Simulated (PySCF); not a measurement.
A structure optimised at B3LYP-D3(BJ)/def2-SVP, used in a PySCF frequency run:

```
Si
F 1 1.6141
F 1 1.6153 2 107.46
H 1 1.4757 2 109.74 3 116.17
Se 1 2.2654 4 114.87 3 124.70
H 5 1.4776 1 91.27 4 -56.26
```
Charge 0, spin multiplicity 1.

Question: Write its SMILES and formula.

Answer: F[SiH](F)[SeH], F2H2SeSi

Question: What are its rotational constants (standard atomic weights)?

Answer: 6.5276, 1.8949, 1.5751 GHz
